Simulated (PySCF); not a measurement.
Work out the structure from these simulated measurements.

Elements present: C, H, N, O and Si. Monoisotopic mass: 117.0246 u.

| Item | Value |
| --- | --- |
| Triplet | lowest triplet excitation (Tamm–Dancoff): 3.14 eV [TDA CAM-B3LYP/def2-SVPD] |
| Rotational structure | rotational constants A, B, C: 3.538, 1.780, 1.226 GHz [GFN2-xTB] |
| UV, first state | lowest singlet excitation: 5.06 eV (245 nm, f = 0.001) [TDDFT CAM-B3LYP/def2-SVPD] |
| Polarisability | 78.3 au [CAM-B3LYP/def2-SVPD] |
| 13C NMR | chemical shifts (computed TMS as zero) by class: 173.0 (1 C), 165.0 (1 C), 121.7 (1 C) ppm [GIAO PBE0/pcSseg-1] |
| Dipole | 4.02 D [CAM-B3LYP/def2-SVPD] |

Electronic properties: PySCF, gas phase, density fitting. Levels stand in brackets. One conformer (not necessarily the lowest) at the GFN2-xTB geometry, without solvent, vibrations or thermal averaging. GFN2-xTB frequencies show an imaginary mode (34i cm⁻¹), so this geometry is no minimum at that level. NMR classes are plain means over equivalent atoms (diastereotopic ones count apart unless rotation or inversion swaps them), as if these changed places fast.

**Question.** Which formula fits the mass and the elements?

**Answer.** C3H7NO2Si (calculated 117.0246). No other formula that holds each of these elements comes within 0.0003 u with a fitting electron parity and a possible valence count.

**Question.** Give a SMILES that accounts for the data.

**Answer.** Numbering: `[H]/[N:4]=[CH:3]/[C:2](=[CH2:1])[O:5][SiH2:6][OH:7]`. Its formula, C3H7NO2Si, gives 2 degrees of unsaturation: 0 rings and 2 π bonds in the structure found. 3 carbons fall into 3 classes; from least to most shielded: imine carbon [C3] (173.0 ppm), vinylic carbon bearing oxygen [C2] (165.0 ppm), terminal =CH2 carbon [C1] (121.7 ppm). The optimised geometry has point group C1 and is an asymmetric top. Structure: `[H]/N=C/C(=C)O[SiH2]O`. Computed isomers that give other values at the same levels: `C=NC(=O)CO[SiH3]` (13C chemical shifts (computed TMS as zero) by class: 183.5 (1 C), 151.0 (1 C), 66.5 (1 C) ppm); `CC(=O)[SiH2]NC=O` (13C chemical shifts (computed TMS as zero) by class: 243.3 (1 C), 168.9 (1 C), 39.6 (1 C) ppm); `C=N[SiH2]OC(C)=O` (lowest singlet excitation: 4.02 eV (308 nm, f = 0.000)). The assignments are read from this structure; whether some other isomer fits the data as well wasn't checked.

Shape of the structure used: `[H]/[N:4]=[CH:3]/[C:2](=[CH2:1])[O:5][SiH2:6][OH:7]`: C1–C2–C3–N4 -177°, C1–C2–O5–Si6 -150°, C2–O5–Si6–O7 -62°, H–O7–Si6–O5 36°.
